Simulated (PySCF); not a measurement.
InHg⁺: from constants to spectrum

RHF-CCSD(T) constants of InHg⁺, ¹Σ⁺ (singlet), closed shell (In def2-SVP with ECP28, Hg def2-SVP with ECP60; scalar-relativistic core potentials (PySCF 2.14); masses 114.9039 and 201.9706 u):

```
ωe              : 61.1 cm⁻¹
ωexe            : 0.404 cm⁻¹
Be              : 0.021559 cm⁻¹
αe              : 0.000154 cm⁻¹
D (centrifugal) : 1.07e-08 cm⁻¹
De to In⁺ + Hg  : 0.326 eV
```

(1) Give the vibrational terms G(v) and spacings up to v = 6.

(2) How well does the Morse estimate ωe²/(4ωexe) reproduce De, and what is D0?

Correlated steps freeze 4 core orbitals. The bond is weak. Basis-set superposition, not corrected here, can be much of De in a small basis, most of all at correlated wavefunction levels. Spin–orbit coupling is left out. For an ion De counts to the pair picked by the measured ionisation energies or electron affinities, which need not be the lowest pair at this level.

Answers

(1) G(v) = ωe(v+½) − ωexe(v+½)².

```tsv
v	G(v) (cm⁻¹)	G(v) − G(v−1)	Bv (cm⁻¹)
0	30.4		0.02148
1	90.7	60.3	0.02133
2	150.2	59.5	0.02117
3	208.9	58.7	0.02102
4	266.8	57.9	0.02087
5	323.8	57.1	0.02071
6	380.1	56.3	0.02056
```

(2) It gives 0.286 eV, 88 % of the computed De. D0 = De − G(0) = 0.326 − 0.004 = 0.322 eV.
